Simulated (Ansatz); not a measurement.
Reaction (redistribution): `[SiH3][AlH][PH2]` + `[OH][AlH][SiH2]O` → `[OH][AlH][SiH3]` + `[OH][AlH][SiH2]P`

Computed with Ansatz on PBE0-D4/def2-TZVP structures; ΔE is electronic, products minus reactants. CBS: MP2 limit from def2 TZ/QZ plus the TZ coupled-cluster correction, frozen cores. DFT in def2-TZVPP. HSE06 is defined as in plane-wave codes. Each species was taken in one conformer, which may not be the lowest.

| level | ΔE (kJ/mol) | difference from CCSD(T)/CBS |
| --- | --- | --- |
| r2SCAN0-D4 | -45.3 | 0.0 |
| ωB97M-V | -45.4 | -0.1 |
| PBE0 | -43.7 | 1.6 |
| HSE06 | -43.5 | 1.8 |
| CCSD/def2-SVP | -60.4 | -15.1 |
| CCSD(T)/def2-SVP | -61.3 | -16.0 |
| HF/def2-TZVPP | -37.7 | 7.6 |
| HF/def2-QZVPP | -37.2 | 8.1 |
| SCS-MP2/def2-QZVPP | -45.9 | -0.6 |
| CCSD/CBS(def2) | -44.3 | 1.0 |
| CCSD(T)/CBS | -45.3 | 0 |

(1) What do rigid-rotor, harmonic-oscillator terms from PBE0-D4/def2-TZVP frequencies (298.15 K, 1 bar) make of the CCSD(T)/CBS value? (Estimate.)

Largest T1 diagnostic among the species: 0.014.

## Answers

(1) The calculation gave: ΔZPE = +0.8 kJ/mol, ΔH = -45.2 kJ/mol, ΔS = 1 J/(mol·K), ΔG = -45.4 kJ/mol. Modes under 50 cm⁻¹ make the entropy rough.

Leaving LDA and LC-ωPBE aside and taking each functional with its dispersion term where it has one, the values, not all of them listed here, spread over 4.5 kJ/mol, from BLYP-D4 to HSE06-D4. From BLYP to BHLYP (50 % exact exchange), in def2-TZVPP and without D4, ΔE moves by +3.5 kJ/mol. At CCSD(T), def2-SVP lies −16.0 kJ/mol from the extrapolated value and def2-TZVPP −0.5 kJ/mol.
